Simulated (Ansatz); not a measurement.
`[SiH3]CI` → `[CH2]` (triplet) + `[SiH3]I` at 700 K and 1 bar (formal loss of a carbene).

Calculated with Ansatz (gas phase, PBE0-D4/def2-TZVP geometries, no zero-point term in ΔE). CCSD(T)/CBS is the MP2 limit (def2-TZVPP, def2-QZVPP) plus CCSD(T) − MP2 in def2-TZVPP, frozen cores. This one scheme is used for every species. Triplets are unrestricted, without spin–orbit coupling. Elements past krypton have def2 core potentials. For I outer-core shells are correlated without core-valence functions, which leaves a few kJ/mol of doubt a bond.

```json
{"species": "`[SiH3]CI`", "CCSD(T)/CBS energy (Eh)": "-627.57596", "H − E (kJ/mol)": "194.8", "S (J/(mol·K))": "403.6"}
{"species": "`[CH2]` (triplet)", "CCSD(T)/CBS energy (Eh)": "-39.09499", "H − E (kJ/mol)": "70.4", "S (J/(mol·K))": "226.8"}
{"species": "`[SiH3]I`", "CCSD(T)/CBS energy (Eh)": "-588.34840", "H − E (kJ/mol)": "106.1", "S (J/(mol·K))": "328.4"}
```

H − E and S are ideal-gas, rigid-rotor, harmonic terms from PBE0-D4/def2-TZVP, with the whole ground term of open shells counted as degenerate. 1 Eh = 2625.50 kJ/mol, R = 8.31446 J/(mol·K).

Q: By hand: ΔE, ΔH, ΔS and ΔG.

A: ΔE = (-39.09499) + (-588.34840) − (-627.57596) = 0.13257 Eh = 348.1 kJ/mol. Δ(H − E) = 70.4 + 106.1 − 194.8 = -18.3, so ΔH = 329.8 kJ/mol. ΔS = 226.8 + 328.4 − 403.6 = 151.6 J/(mol·K). ΔG = 329.8 − 700 × (151.6)/1000 = 223.7 kJ/mol.

Q: By hand: the equilibrium constant, and the temperature at which ΔG would vanish if ΔH and ΔS stayed fixed.

A: log₁₀ K = −ΔG/(RT ln 10) = -16.7. ΔG = 0 at ΔH/ΔS = 2175 K.

The number of gas molecules changes by +1, which sets the sign of ΔS. A doubt of 5 kJ/mol in ΔE shifts log₁₀ K by 0.4 here. A triplet takes part, so the spin changes. These are equilibria of isolated gas molecules and say nothing of rates. Largest T1 diagnostic: 0.011 (customary marks: 0.02 for closed shells, 0.045 for open ones).
